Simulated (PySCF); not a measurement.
Question: Write Cartesian coordinates for `[Cl][Ge@@H]1[C@@H](C=[C]1F)F` as optimised with PBE0-D3(BJ)/def2-SVP.

Answer: 
```xyz
10
C3H3ClF2Ge angstrom
F      0.7397   -0.9302    2.3084
C      0.3733   -0.4892    1.1271
C     -0.1655   -1.2018    0.1184
C     -0.3481   -0.2580   -1.0395
F     -1.6619   -0.0554   -1.3744
Ge     0.4607    1.1704    0.1118
Cl    -0.9283    2.6921    0.7314
H     -0.4221   -2.2673    0.1132
H      0.1996   -0.5455   -1.9523
H      1.8017    1.8666   -0.1633
```

Orientation and origin are arbitrary. Atoms count from 1 in this order. The 2 C–Ge bonds span 1.947 Å (C2–Ge6, drawn single) to 2.005 Å (C4–Ge6, drawn single), a spread of 0.058 Å. Ge6 (germanium bonded to 2 C, Cl and H) has angles from 71.0° to 124.9°. The C–F distances run from 1.313 Å (F1–C2, drawn single) to 1.371 Å (C4–F5, drawn single), a spread of 0.058 Å. The 4-membered ring C2–C3–C4–Ge6 has internal angles of 71.0° to 107.0° (sum 360°, against 360° for a flat polygon); it is planar, 0.01 Å rms from its mean plane, widest ring torsion 1°.

Bonds between heavy atoms (Å): F1–C2 1.313, C2=C3 1.347, C3–C4 1.505, C4–F5 1.371, C4–Ge6 2.005, Ge6–Cl7 2.151, C2–Ge6 1.947.

Method used: PBE0-D3(BJ)/def2-SVP geometry optimisation, gas phase (PySCF).

Point group: C1 (no symmetry element, even within 0.4 Å). Stationary, but not proved a minimum.
